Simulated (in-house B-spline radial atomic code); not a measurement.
Values are calculated unless marked as measured or tabulated.
# Softness against transferability: the 4s channel of Tc

Tc, [Kr] 4d5 5s2, non-relativistic PBE, spherical and spin-unpolarised, from an all-electron radial atomic-structure program (B-spline basis) (atomic units). The all-electron 4s level is ε = -2.551725 hartree, its outermost node lies just inside 0.52 bohr and its outer maximum at 0.97 bohr.

Troullier-Martins pseudo-orbitals are made for several radii. The cutoffs (hartree) are the plane-wave energies beyond which the orbital holds less than the named kinetic energy per electron. The phase error is the difference, pseudo minus all-electron, of arctan(R P'/P) at R = 1.66 bohr for all radii, half a hartree below and above the level.

```
r_c (bohr)  V_l(0) (hartree)  cutoff for 10 mEh  for 1 mEh  for 0.1 mEh  phase error at ε − 0.5 (mrad)  at ε + 0.5 (mrad)
      0.73            -43.67                180        321        > 450                          -17.7               -4.6
      0.85            -10.30               75.4        153          263                           -5.4               -1.0
      0.97              4.23               39.1       76.4          127                           -3.5               -0.6
       1.1              6.10                 38       54.1         95.8                           -2.9               -0.5
      1.23              3.16               33.9       49.2           85                           -5.0               -0.8
      1.36              0.55               27.4       41.6           71                           -9.9               -1.7
```

(1) Which radius needs the lowest cutoff for 1 mEh while both phase errors stay within 5.5 mrad?

(2) What does the larger radius buy, and what does it cost?

Results:

(1) The radii within that limit are 0.85, 0.97, 1.1, 1.23 bohr; of these r_c = 1.23 needs the least, 49.2 hartree, that is 98.4 Ry or 1339 eV.

(2) From r_c = 0.73 to 1.36 bohr the cutoff for 1 mEh goes from 321 to 41.6 hartree, a factor of 7.72, against 3.47 for a pure 1/r_c² scaling, end to end; step by step it is 321, 153, 76.4, 54.1, 49.2, 41.6, and for 0.1 mEh > 450, 263, 127, 95.8, 85, 71; the number of plane waves goes as the cutoff to the power 3/2, here a factor of 21.4. The larger of the two phase errors is least at r_c = 1.1 bohr, 2.9 mrad; it is 17.7 at the smallest radius and 9.9 at the largest. These errors test the reference atom alone. The smallest radius lies well inside the outer maximum, where the nodeless form must bend sharply to keep the norm, so it is both harder and scatters less well than the next. Large radii also let the cores of neighbours overlap, which an atom doesn't show.
